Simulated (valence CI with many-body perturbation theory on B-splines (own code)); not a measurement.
**Hyperfine factors and g values of Pm LIV**

Calculated by configuration interaction combined with many-body perturbation theory (CI+MBPT): six valence electrons over a frozen Dirac-Fock core [He], a basis of 9 s, 9 p, 8 d, 6 f, 3 g, 1 h functions for each j, with the one-electron correlation potential Σ1, the two-electron term Σ2, the three-electron term Σ3, Breit, model QED; selected CI, second order for the rest, scaled by the run's own slope (own B-spline code, finite nucleus).

No measured spectrum was set against this ion. As an estimate, large intervals hold to a few tenths of a per cent, small ones and those within an open d or f shell to about a per cent. Among the levels kept, up to 2100 cm⁻¹ of a level comes from second order outside the variational space, and about a tenth of that is noise between levels of different J, which matters for small intervals.

A/g_I is the dipole constant over the nuclear g factor μ/I (μ in nuclear magnetons, uniformly magnetised nucleus), B/Q the quadrupole constant per barn. Both hold the static response of the core; the bare values leave it out. Large factors of s and p1/2 electrons are usually good to 5 to 10 %; those of open d and f shells near neutrality can be off by tens of per cent, and small factors of p3/2, d and f electrons come from cancelling terms and can be off by a factor of two or in sign, in half-filled shells by more. B is blank for J = 1/2, where it vanishes, and for nearly pure S terms. Energies count from the lowest level. Levels with J = 0 are left out.

Levels are named by their leading jj configuration (3d3/2^4 stands for four electrons in 3d with j = 3/2), which in mixed levels can hold well under half, so a name can repeat and another be missing. Letters in brackets count levels of one name in rising energy.

| Level | E (eV) | g | A/g_I (MHz) | A/g_I bare | B/Q (MHz/b) | B/Q bare |
| --- | --- | --- | --- | --- | --- | --- |
| (2s^2 2p1/2^2 2p3/2^2) J=2 | 0.0 | 1.323 | 431000 | 442000 | 72600 | 72700 |
| (2s^2 2p1/2 2p3/2^3) J=1 | 579.1 | 1.480 | -248000 | -230000 | -420000 | -421000 |
| (2s^2 2p1/2 2p3/2^3) J=2 | 596.9 | 1.129 | 1130000 | 1130000 | -917000 | -918000 |
| (2s 2p1/2^2 2p3/2^3) J=2 | 886.1 | 1.476 | 2780000 | 2760000 | -838000 | -840000 |
| (2s 2p1/2^2 2p3/2^3) J=1 | 949.8 | 1.185 | -1890000 | -1830000 | -299000 | -300000 |
| (2s 2p1/2 2p3/2^4) J=1 | 1508.3 | 1.263 | 6470000 | 6400000 | -116000 | -117000 |
| (2s^2 2p1/2^2 2p3/2 3s) J=2 | 5782.3 | 1.505 | 1010000 | 1010000 | 810000 | 811000 |
| (2s^2 2p1/2^2 2p3/2 3s) J=1 | 5789.6 | 1.167 | -150000 | -129000 | 416000 | 417000 |
| (2s^2 2p1/2^2 2p3/2 3p1/2) J=1 | 5873.1 | 1.491 | 308000 | 324000 | 402000 | 403000 |
| (2s^2 2p1/2^2 2p3/2 3p1/2) J=2 | 5874.9 | 1.177 | 547000 | 554000 | 792000 | 794000 |
| (2s^2 2p1/2^2 2p3/2 3p3/2) J=3 | 6038.5 | 1.333 | 275000 | 283000 | 1040000 | 1040000 |
| (2s^2 2p1/2^2 2p3/2 3p3/2) J=1 | 6038.6 | 1.356 | 272000 | 280000 | -410000 | -411000 |
| (2s^2 2p1/2^2 2p3/2 3p3/2) J=2 | 6060.8 | 1.319 | 279000 | 287000 | 33300 | 33400 |
| (2s^2 2p1/2^2 2p3/2 3d3/2) J=2 | 6134.4 | 1.031 | 248000 | 254000 | -4880 | -4850 |
| (2s^2 2p1/2^2 2p3/2 3d3/2) J=3 | 6141.0 | 1.098 | 245000 | 251000 | 799000 | 801000 |
| (2s^2 2p1/2^2 2p3/2 3d3/2) J=1 | 6143.7 | 1.104 | 243000 | 249000 | -336000 | -337000 |
| (2s^2 2p1/2^2 2p3/2 3d5/2) J=4 | 6179.4 | 1.248 | 176000 | 180000 | 835000 | 837000 |
| (2s^2 2p1/2^2 2p3/2 3d5/2) J=2 | 6188.5 | 1.240 | 58900 | 60200 | -562000 | -563000 |
| (2s^2 2p1/2^2 2p3/2 3d5/2) J=3 | 6201.9 | 1.197 | 151000 | 154000 | -114000 | -114000 |
| (2s^2 2p1/2^2 2p3/2 3d5/2) J=1 | 6210.8 | 1.049 | -274000 | -283000 | 89600 | 89900 |
| (2s^2 2p1/2 2p3/2^2 3s) J=2 [a] | 6345.9 | 1.582 | 566000 | 573000 | 99000 | 99100 |
| (2s^2 2p1/2 2p3/2^2 3s) J=1 [a] | 6355.3 | 1.305 | -826000 | -799000 | 27600 | 27700 |
| (2s^2 2p1/2 2p3/2^2 3s) J=3 | 6368.9 | 1.310 | 1290000 | 1290000 | -4330 | -4350 |
| (2s^2 2p1/2 2p3/2^2 3s) J=2 [b] | 6375.3 | 1.033 | 748000 | 758000 | -24400 | -24400 |
| (2s^2 2p1/2 2p3/2^2 3s) J=1 [b] | 6410.1 | 1.312 | 2990000 | 2960000 | -13200 | -13200 |
| (2s^2 2p1/2 2p3/2^2 3p1/2) J=1 [a] | 6434.9 | 1.643 | -364000 | -342000 | 39200 | 39300 |
| (2s^2 2p1/2 2p3/2^2 3p1/2) J=2 [a] | 6442.5 | 1.207 | 510000 | 519000 | 14300 | 14300 |
| (2s^2 2p1/2 2p3/2^2 3p1/2) J=3 | 6458.8 | 1.093 | 984000 | 987000 | -15200 | -15200 |
| (2s^2 2p1/2 2p3/2^2 3p1/2) J=2 [b] | 6486.9 | 1.312 | 650000 | 660000 | 54500 | 54600 |
| (2s^2 2p1/2 2p3/2^2 3p1/2) J=1 [b] | 6495.4 | 0.646 | 2060000 | 2050000 | -3320 | -3320 |
| (2s^2 2p1/2 2p3/2^2 3p3/2) J=3 [a] | 6589.7 | 1.458 | 982000 | 983000 | 296000 | 296000 |
| (2s^2 2p1/2 2p3/2^2 3p3/2) J=2 [a] | 6599.7 | 1.421 | 98800 | 109000 | 33300 | 33400 |

(1) Take the isotope of mass number 147, with I = 7/2, μ = 2.58 μN and Q = 0.74 b. What is the hyperfine structure of (2s^2 2p1/2^2 2p3/2^2) J=2?

## Answers

(1) From the table A = 318000 MHz, B = 53700 MHz. Shifts from the centre of gravity in MHz: F = 3/2: -2830000, F = 5/2: -2060000, F = 7/2: -969000, F = 9/2: 459000, F = 11/2: 2240000.
